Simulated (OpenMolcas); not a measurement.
## Cu2+: moving or changing the point charges

Cu2+ among 4 point charges of -2.5 e arranged as a tetrahedron (Td), 1.77 Å from the ion.
```
   1.0219    1.0219    1.0219  -2.50
   1.0219   -1.0219   -1.0219  -2.50
  -1.0219    1.0219   -1.0219  -2.50
  -1.0219   -1.0219    1.0219  -2.50
```

- Program: OpenMolcas
- Method: CASSCF
- Basis: ANO-RCC-VDZP [5s4p2d1f]
- Scalar Hamiltonian: DKH2, point nucleus
- Active space: 9 electrons in 5 orbitals (3d)
- State averaging: 2S+1 = 2 even, 5 roots
- Spin-orbit coupling: RASSI with atomic mean-field integrals over the reference wave functions

Runs around this geometry, states (labels of Td). Energies in cm-1 above the lowest state or level, χT in cm3 K/mol; under a threefold ground state the first gap can be a small split of the lowest multiplet, not the spin-orbit step; 10Dq is the gap between the two states; 10Dq is negative for this site.

```tsv
R (Å)	q (e)	Ground state	First state of that spin	10Dq	First gap with spin-orbit (degeneracies)	χT at 300 K
1.77	-2	2T2	2E 1880	-1880	727.4 (2, 4)	1.007
1.64	-2.5	2T2	2E 2309	-2309	776.8 (2, 4)	0.933
1.77	-2.5	2T2	2E 2001	-2001	742.5 (2, 4)	0.983
1.86	-2.5	2T2	2E 1755	-1755	697.7 (2, 4)	1.030
```

Taking |10Dq| as R^-n, n = -ln(1755 / 2309) / ln(1.86 / 1.64) = 2.2 between the shortest and longest distance. The point-charge formula for a cubic d site gives n = 5.

Scaling the charges by -2 / -2.5 = 0.80 scales |10Dq| by 1880 / 2001 = 0.94; with fixed orbitals a first-order splitting would follow the charge.

An orbital triplet at a regular site is open to Jahn-Teller coupling, which can distort the site and quench the lowest spin-orbit gaps and is left out. The ground term spreads over less than 5000 cm-1, several times less than with real ligands, so orbital moments are less quenched and χT lies further from the spin-only value than at real sites. Point charges carry no covalency, so the field is a model and not that of real ligands. No measured value stands beside these numbers.
